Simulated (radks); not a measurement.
Results of a calculation; reference values are marked as such.
Q: All-electron atom: Dy+ in [Xe] 4f10 6s1. Code: a radial shooting solver on a logarithmic mesh with Libxc functionals. Model: Dirac Kohn-Sham, BLYP, spin-unpolarised, spherical densities, finite nucleus; open shells fill j = l - 1/2 first; Fermi nuclear charge, rms radius 5.2218 fm.

Spin-orbit splittings of the eigenvalues, e(l+1/2) - e(l-1/2), with zeta = 2 splitting/(2l+1) and mean radii in bohr:

| shell | occ. | splitting (eV) | zeta (eV) | <r> j=l-1/2 | <r> j=l+1/2 |
|---|---|---|---|---|---|
| 2p | 6 | ? | ? | 0.07437 | 0.08143 |
| 3p | 6 | 166.2 | 110.8 | 0.2238 | 0.2372 |
| 3d | 10 | 36.30 | 14.52 | 0.2096 | 0.2138 |
| 4p | 6 | 37.17 | 24.78 | 0.5404 | 0.5711 |
| 4d | 10 | 6.728 | 2.691 | 0.6037 | 0.6147 |
| 4f | 10 | 0.8758 | 0.2502 | 0.8680 | 0.8890 |
| 5p | 6 | 4.695 | 3.130 | 1.473 | 1.580 |

Estimate the 2p splitting.

A: 800.5 eV (zeta = 533.7 eV).
